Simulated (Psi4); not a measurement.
Pair of molecules, SMILES [GaH3] with SMILES O, pulled apart as rigid monomers along the line of their centres of mass from the B3LYP-D3(BJ)/def2-TZVP minimum (SMILES order as in the coordinates).
Starting geometry (charge 0, multiplicity 1):
```xyz
7

Ga     0.39670    -0.37608     0.68516
H      1.88290    -0.09762     1.12265
H     -0.22924    -1.81110     0.85260
H     -0.28719     0.62613    -0.33038
O     -0.54303     0.48212     2.51151
H     -1.50476     0.40977     2.47300
H     -0.33829     1.42100     2.60229
```

The numbers are results of SAPT0/aug-cc-pVDZ (Psi4 1.11), not measurements.

| Ga1···O5 (Å) | electrostatics (kcal/mol) | exchange (kcal/mol) | induction (kcal/mol) | dispersion (kcal/mol) | total |
|---|---|---|---|---|---|
| 2.00 | -52.24 | 62.56 | -17.63 | -7.49 | -14.80 |
| 2.23 | -30.28 | 29.72 | … | -5.08 | -16.50 |
| 2.56 | -14.98 | 9.78 | -4.83 | -2.83 | -12.85 |
| 3.12 | … | 1.53 | -1.18 | -1.07 | -6.75 |
| 4.01 | -2.13 | 0.07 | -0.16 | -0.26 | -2.48 |

Q: Some entries are withheld; supply them.

A: 
- 2.23, induction (kcal/mol): -10.86
- 3.12, electrostatics (kcal/mol): -6.03
